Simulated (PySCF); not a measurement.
**How methods differ on the ionisation energy of Ar⁺**

Ar⁺ [Ne] 3s2 3p5 (2P) → Ar²⁺ [Ne] 3s2 3p4 (3P), as a difference of total energies. Computed with PySCF 2.14 in aug-cc-pVTZ-DK (6s5p3d2f, 50 functions), with scalar relativity by spin-free X2C-1e. Correlated levels: valence: [Ne] frozen. The calculations carry no spin-orbit coupling.

```tsv
method	ionisation energy (eV)	plus first-order spin-orbit estimate	error of that sum (eV)
UHF	26.359	26.352	-1.278
MP2 (valence)	27.353	27.347	-0.283
SCS-MP2 (valence)	27.351	27.344	-0.286
CCSD (valence)	27.324	27.317	-0.313
CCSD(T) (valence)	27.360	27.354	-0.276
```

Reference: 27.630 eV (measured; NIST Atomic Spectra Database, ionization energies).

A first-order spin-orbit estimate (lowest level to lowest level, LS coupling) adds -0.007 eV.

Errors of the correlated levels include the incompleteness of this basis and the frozen core.
